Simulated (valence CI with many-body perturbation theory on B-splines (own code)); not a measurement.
Results of a calculation; reference values are marked as such.
# Ladder of approximations for Te XX

Level of theory: relativistic CI+MBPT: five valence electrons over a frozen Dirac-Fock core [Ar] 3d10, radial functions for each j: 9 s, 9 p, 8 d, 6 f, 3 g, 1 h, with the one-electron correlation potential Σ1, the two-electron term Σ2, the three-electron term Σ3, Breit, model QED; selected CI, second order for the rest (own B-spline code, finite nucleus).

No measured levels were compared; by estimate levels hold to about 250 cm⁻¹ or 0.2 % of their energy and the worst to 1 %, as in measured heavy ions of charge 2 to 7; those with d or f electrons hold less well. Among the levels kept, up to 300 cm⁻¹ of a level comes from second order outside the variational space, and about a tenth of that is noise between levels of different J, which matters for small intervals.

Each rung adds one term. CI alone is the Dirac-Coulomb CI over the frozen core; QED comes last and gives the full result, which names the levels. Energies are above (4s^2 4p1/2^2 4p3/2) J=3/2 on the same rung, in eV.

Levels are named by their leading jj configuration (3d3/2^4 stands for four electrons in 3d with j = 3/2), which in mixed levels can hold well under half, so a name can repeat and another be missing. Letters in brackets count levels of one name in rising energy.

```csv
Level,CI alone,+ Σ1,+ Σ2,+ Σ3,+ Breit,Full
(4s^2 4p1/2 4p3/2^2) J=3/2,10.47,10.56,10.62,10.63,10.47,10.49
(4s^2 4p1/2 4p3/2^2) J=5/2,13.36,13.45,13.48,13.47,13.30,13.32
(4s^2 4p1/2 4p3/2^2) J=1/2,17.27,17.37,17.33,17.31,17.15,17.17
(4s^2 4p3/2^3) J=3/2,27.72,27.92,27.97,27.96,27.62,27.67
(4s 4p1/2^2 4p3/2^2) J=5/2,55.96,56.06,56.28,56.32,56.29,56.08
(4s 4p1/2^2 4p3/2^2) J=3/2,62.60,62.73,62.87,62.90,62.82,62.62
(4s 4p1/2^2 4p3/2^2) J=1/2,63.28,63.41,63.52,63.54,63.48,63.27
(4s 4p1/2 4p3/2^3) J=3/2 [a],70.37,70.54,70.65,70.68,70.52,70.34
(4s 4p1/2 4p3/2^3) J=5/2,73.70,73.89,74.00,74.02,73.81,73.63
(4s^2 4p1/2^2 4d3/2) J=3/2,78.78,78.83,78.77,78.79,78.64,78.57
(4s 4p1/2 4p3/2^3) J=1/2,79.03,79.21,78.99,79.00,78.82,78.64
(4s 4p1/2 4p3/2^3) J=3/2 [b],81.04,81.18,80.92,80.94,80.74,80.62
(4s^2 4p1/2^2 4d5/2) J=5/2,83.01,83.06,82.96,82.99,82.76,82.74
(4s^2 4p1/2 4p3/2 4d3/2) J=5/2,88.25,88.34,88.40,88.44,88.14,88.13
(4s^2 4p1/2 4p3/2 4d3/2) J=1/2 [a],88.87,88.99,89.01,89.04,88.75,88.71
(4s^2 4p1/2 4p3/2 4d3/2) J=7/2,90.01,90.12,90.18,90.22,89.87,89.87
(4s^2 4p1/2 4p3/2 4d3/2) J=3/2 [a],90.62,90.73,90.54,90.57,90.27,90.24
(4s^2 4p1/2 4p3/2 4d5/2) J=7/2 [a],90.81,90.92,90.96,91.00,90.64,90.64
(4s 4p3/2^4) J=1/2,93.08,93.33,93.12,93.13,92.77,92.65
(4s^2 4p1/2 4p3/2 4d5/2) J=9/2,93.32,93.45,93.48,93.52,93.11,93.11
(4s^2 4p1/2 4p3/2 4d5/2) J=5/2 [a],94.58,94.72,94.61,94.64,94.26,94.25
(4s^2 4p1/2 4p3/2 4d5/2) J=3/2 [a],96.47,96.61,96.04,96.05,95.72,95.69
(4s^2 4p1/2 4p3/2 4d5/2) J=7/2 [b],99.01,99.15,99.05,99.07,98.67,98.67
(4s^2 4p1/2 4p3/2 4d5/2) J=5/2 [b],100.03,100.16,99.39,99.39,99.05,99.04
(4s^2 4p1/2 4p3/2 4d3/2) J=3/2 [b],100.79,100.91,100.19,100.18,99.86,99.85
(4s^2 4p1/2 4p3/2 4d3/2) J=1/2 [b],100.99,101.12,100.38,100.38,100.07,100.06
(4s^2 4p1/2 4p3/2 4d5/2) J=3/2 [b],103.25,103.38,103.07,103.05,102.68,102.68
(4s^2 4p3/2^2 4d5/2) J=7/2,104.60,104.82,104.90,104.94,104.39,104.41
(4s^2 4p1/2 4p3/2 4d5/2) J=5/2 [c],105.73,105.85,105.00,104.97,104.63,104.62
(4s^2 4p1/2 4p3/2 4d5/2) J=1/2,106.43,106.61,105.74,105.71,105.35,105.32
(4s^2 4p3/2^2 4d5/2) J=9/2,106.06,106.28,106.33,106.36,105.81,105.83
```

Problem. How does the ionisation energy move along the ladder, and which term matters most?

Solution. CI alone 555.48, + Σ1 556.70, + Σ2 556.71, + Σ3 556.52, + Breit 556.27, + QED 556.26 eV. The largest step is Σ1, 1.21 eV. NIST lists 555 ± 4 eV (theoretical).
